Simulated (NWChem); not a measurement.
Molecule: SrClF; SMILES [F][Sr][Cl]

Computed with NWChem. def2 effective core potentials on Sr; no spin-orbit coupling. B3LYP is NWChem's, with the RPA form of VWN correlation. Each level has its own optimisation; frequencies are unscaled.

```
level                                                r F–Sr (Å)  r Cl–Sr (Å)  highest harmonic frequency (cm⁻¹)  lowest (cm⁻¹)  zero-point energy (kcal/mol)
---------------------------------------------------  ----------  -----------  ---------------------------------  -------------  ----------------------------
Hartree-Fock/3-21G (all-electron, non-relativistic)       2.181        2.824                                465             47                           1.1
B3LYP/3-21G (all-electron, non-relativistic)              2.245        2.820                                391             33                           1.0
PBE0/def2-SVP (core potentials)                           2.110        2.630                                527             63                           1.3
```
